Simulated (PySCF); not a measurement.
C5H4BF, SMILES C#C[C@@H]1C=CB1F. Geometry: B3LYP-D3(BJ)/def2-SVP. The structure was generated by enumeration; whether it is a known compound was not checked.

Problem. Give the equilibrium geometry at B3LYP-D3(BJ)/def2-SVP (PySCF confirms it by a frequency run) as Cartesian coordinates in Å. (An estimate is asked for; the answer gives what the named calculation found.)

Solution. 
```xyz
11

C      2.3311    -1.3228    -0.5293
C      1.2678    -1.0037    -0.0409
C     -0.0117    -0.5980     0.5157
C     -1.2606    -0.8216    -0.3595
C     -1.7710     0.4322    -0.4533
B     -0.5172     0.9275     0.2925
F      0.0416     2.0930     0.5473
H      3.2750    -1.6044    -0.9557
H     -0.1369    -0.9884     1.5416
H     -1.5884    -1.7710    -0.8038
H     -2.6716     0.7733    -0.9657
```
Charge 0, spin multiplicity 1.
